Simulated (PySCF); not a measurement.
Isomers of C5H11BO3, from PBE0-D3(BJ)/def2-SVP geometry optimisation, gas phase in PySCF 2.14.0. One conformer each, no zero-point energy, no frequencies.

**Question.** Which is lower in electronic energy at this level?
A. `[CH3:1][CH2:2][C@H:3]1[CH2:4][CH2:5][O:6][B:7]([OH:8])[O:9]1` with C1–C2–C3–C4 180°, O6–B7–O8–H 0°, C2–C3–C4–C5 175°, C3–C4–C5–O6 -53°, C4–C5–O6–B7 28°, C5–O6–B7–O8 180°: A = 2553, B = 1237, C = 877.5 MHz, dipole 2.77 D
B. `[CH3:1][CH:2]([CH3:3])[O:4][B:5]1[O:6][CH2:7][CH2:8][O:9]1` with C1–C2–O4–B5 154°, C2–O4–B5–O6 -2°: A = 3901, B = 918.4, C = 835.6 MHz, dipole 2.13 D

**Answer.** A. That is `O1B(O[C@H](CC1)CC)O`, 15.1 kcal/mol below the other.

| SMILES | mapped SMILES | E (Eh) | relative (kcal/mol) | relative (kJ/mol) | dipole (D) |
| --- | --- | --- | --- | --- | --- |
| CC[C@H]1CCOB(O)O1 | [CH3:1][CH2:2][C@H:3]1[CH2:4][CH2:5][O:6][B:7]([OH:8])[O:9]1 | -447.01668 | 0.0 | 0.0 | 2.77 |
| CC(C)OB1OCCO1 | [CH3:1][CH:2]([CH3:3])[O:4][B:5]1[O:6][CH2:7][CH2:8][O:9]1 | -446.99264 | 15.1 | 63.1 | 2.13 |

As drawn, the lower has an O–H bond, which the higher lacks.
